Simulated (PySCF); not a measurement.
Distorted geometries of [Pr(H2O)3]3+

[Pr(H2O)3]3+ (singlet in the valence; each metal's 4f electrons, 2 of them, lie in its core potential, out of spins and levels). PySCF 2.14.0, RKS PBE, Pr lcecp-1-SVP with ECP48, O def2-SVP, H def2-SVP; non-relativistic Hamiltonian with scalar-relativistic core potentials where named; density fitting; no spin-orbit coupling. Relaxed geometry:

```xyz
10

Pr    0.0000    0.0000    0.0000
O     2.3633    0.0000    0.0000
H     2.9870    0.7769    0.0556
H     2.9870   -0.7769   -0.0556
O    -1.1817    2.0467    0.0000
H    -2.1663    2.1983    0.0556
H    -0.8206    2.9752   -0.0556
O    -1.1817   -2.0467    0.0000
H    -0.8207   -2.9752    0.0556
H    -2.1663   -2.1983   -0.0556
```

Problem. Order these distorted geometries by energy above the relaxed one, lowest first.
A.
```xyz
10

Pr    0.1821    0.0425   -0.0055
O     2.3073    0.0214    0.0879
H     2.9223    0.7619   -0.0032
H     3.0254   -0.7651   -0.1946
O    -1.2173    1.9332    0.0737
H    -2.1504    2.2739    0.0754
H    -0.8151    2.9712    0.0239
O    -1.2027   -2.0390    0.0735
H    -0.8324   -3.0155   -0.0055
H    -2.2193   -2.1844   -0.1257
```
B.
```xyz
10

Pr   -0.0322   -0.0151    0.0179
O     2.3824    0.0225    0.0230
H     2.9304    0.7721    0.0657
H     3.0133   -0.8308   -0.0904
O    -1.2285    2.0206    0.0217
H    -2.1749    2.2421    0.0713
H    -0.8262    2.9968   -0.0867
O    -1.1075   -2.0489   -0.0254
H    -0.8009   -2.9603    0.0133
H    -2.1558   -2.1989   -0.0104
```
C.
```xyz
10

Pr   -0.0093   -0.1165    0.0602
O     2.3830   -0.1210    0.0127
H     2.9870    0.7940   -0.0175
H     3.0760   -0.6475   -0.1298
O    -1.1863    1.9641   -0.0559
H    -2.2124    2.2543    0.1108
H    -0.7314    3.0417   -0.0190
O    -1.2708   -1.9382    0.0040
H    -0.7921   -3.1155    0.0405
H    -2.2437   -2.1153   -0.0061
```

Solution. B (0.45 eV), A (1.17 eV), C (2.19 eV).

Problem. Which forces (eV/Å) act in the one that lies 1.17 eV up?

Solution. 
```
Pr  -4.32 -0.89  0.17
O    4.25 -3.10 -1.29
H    1.03  1.52  0.24
H   -1.83  1.63  1.00
O    1.62  4.02 -0.30
H   -0.66 -0.82  0.08
H   -0.68 -3.03  0.20
O   -0.41 -1.43 -0.89
H   -0.75  1.76  0.30
H    1.77  0.34  0.49
```
Forces carry noise of the integration grid, about 0.01 to 0.03 eV/Å.

A frequency check found unstable modes (1, the lowest at -10 cm⁻¹), so the relaxed geometry is a saddle point, or these are noise. An lcecp potential fixes the number of 4f electrons, so in runs with it no electron can move into or out of that shell.
